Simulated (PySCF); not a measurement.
# Bond lengths and vibrations by method: H4NSi2 anion

Calculated results; nothing here was measured. They come from PySCF 2.14.0, an open-source quantum chemistry program, on an isolated molecule that a program drew, which may never have been made. The molecule is H4NSi2 anion (charge -1, singlet), drawn as the SMILES string `[SiH2]=N[SiH2-]`.

The geometry was optimised and harmonic frequencies were computed with HF and MP2, all in the aug-cc-pV(D+d)Z basis, for the commonest isotopes, with a restricted reference for singlets and an unrestricted one otherwise, and a frozen core in MP2. Each result is a local minimum of its method.

Geometry at the HF minimum:
```xyz
7
H4NSi2 anion, angstrom
Si   -0.8264   -1.1463   -0.2051
N    -1.3451    0.3016   -0.4717
Si   -2.1909    1.8106   -0.0140
H    -0.7173   -1.8499    1.1025
H    -0.4100   -2.0839   -1.2775
H    -1.4155    2.8354   -0.8510
H    -1.5391    2.1626    1.3374
```

Lengths of the bonds as drawn, in Å (atoms numbered as above):
```
bond,HF,MP2
Si1-N2,1.561,1.673
N2-Si3,1.789,1.673
Si1-H4,1.489,1.517
Si1-H5,1.484,1.508
Si3-H6,1.534,1.508
Si3-H7,1.541,1.517
```

Rotational constants, in GHz:
| constant | HF | MP2 |
|---|---|---|
| A | 57.13 | 53.38 |
| B | 2.951 | 3.006 |
| C | 2.862 | 2.895 |

Harmonic frequencies in cm^-1, each column in rising order, so a row needn't be the same motion in every method:
| rank | HF | MP2 |
|---|---|---|
| 1 | 64 | 86 |
| 2 | 210 | 270 |
| 3 | 301 | 333 |
| 4 | 497 | 467 |
| 5 | 564 | 603 |
| 6 | 727 | 689 |
| 7 | 796 | 691 |
| 8 | 806 | 711 |
| 9 | 1022 | 971 |
| 10 | 1072 | 985 |
| 11 | 1310 | ? |
| 12 | 1926 | 2046 |
| 13 | 1974 | 2061 |
| 14 | 2236 | 2103 |
| 15 | 2277 | 2104 |

**Estimate the missing MP2 frequency from the HF column.**

A single factor s that minimises the squared misfit of MP2 against s times HF over the other rows is sum(HF x MP2) / sum(HF^2) = 0.9737, with an rms misfit of 82 cm^-1. For rank 11 it gives 0.9737 x 1310 = 1276 cm^-1. The calculation gives 1210 cm^-1, 66 cm^-1 below the estimate. The drawn bonds are on average 0.2 % longer in MP2 than in HF.
